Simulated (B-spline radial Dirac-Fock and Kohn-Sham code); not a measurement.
# Electron momentum distribution of Co¹²⁺: Compton profiles

System: Co¹²⁺, [Ne] 3s2 3p3.

Model: the impulse approximation on Dirac-Fock densities. Program: a radial atomic solver. pz is in atomic units of momentum; subshell profiles are per electron, for a selection of subshells; open shells are spread over both j values by their weights.

| pz | J total | J 1s1/2 | J 2s1/2 | J 2p3/2 | J 3p3/2 |
| --- | --- | --- | --- | --- | --- |
| 0 | 1.703 | 0.0318 | 0.119 | 0.0614 | 0.165 |
| 0.2 | 1.696 | 0.0318 | 0.118 | 0.0614 | 0.165 |
| 0.3 | 1.686 | 0.0318 | 0.118 | 0.0614 | 0.165 |
| 0.4 | 1.672 | 0.0318 | 0.118 | 0.0614 | 0.165 |
| 0.5 | 1.655 | 0.0318 | 0.117 | 0.0614 | 0.165 |
| 0.6 | 1.635 | 0.0318 | 0.116 | 0.0614 | 0.165 |
| 0.8 | 1.584 | 0.0317 | 0.114 | 0.0614 | 0.163 |
| 1 | 1.522 | 0.0317 | 0.112 | 0.0613 | 0.161 |
| 1.2 | 1.452 | 0.0316 | 0.109 | 0.0613 | 0.157 |
| 1.4 | 1.375 | 0.0316 | 0.106 | 0.0612 | 0.151 |
| 1.6 | 1.295 | 0.0315 | 0.103 | 0.0611 | 0.143 |
| 1.8 | 1.214 | 0.0314 | 0.0990 | 0.0609 | 0.134 |
| 2 | 1.133 | 0.0313 | 0.0949 | 0.0607 | 0.123 |
| 2.5 | 0.9478 | 0.0310 | 0.0839 | 0.0599 | 0.0928 |
| 3 | 0.7963 | 0.0306 | 0.0723 | 0.0585 | 0.0633 |
| 4 | 0.5934 | 0.0297 | 0.0501 | 0.0543 | 0.0235 |
| 5 | 0.4710 | 0.0286 | 0.0318 | 0.0481 | 0.00875 |
| 7 | 0.3066 | 0.0259 | 0.0108 | 0.0334 | 0.00562 |
| 10 | 0.1577 | 0.0213 | 0.00300 | 0.0158 | 0.00385 |
| 15 | 0.05978 | 0.0138 | 0.00251 | 0.00381 | 0.000969 |
| 20 | 0.02732 | 0.00831 | 0.00168 | 0.000967 | 0.000235 |
| 30 | 0.007407 | 0.00280 | 0.000486 | 9.18e-05 | 2.09e-05 |
| 40 | 0.002417 | 0.000986 | 0.000145 | 1.38e-05 | 3.03e-06 |
| 60 | 0.0003857 | 0.000166 | 2.03e-05 | < 1e-6 | < 1e-6 |
| 100 | 2.956e-05 | 1.30e-05 | 1.40e-06 | < 1e-6 | < 1e-6 |

J(0) = 1.703. The 3s1/2 subshell gives the largest part, 32 %.

Mean momentum ⟨p⟩ by subshell (a.u.): 1s1/2 23.0, 2s1/2 7.74, 2p1/2 10.4, 2p3/2 10.2, 3s1/2 3.81, 3p1/2 4.52, 3p3/2 4.49.

Values without a named source are computed, but for edge energies of neutral atoms, which are taken from tables.
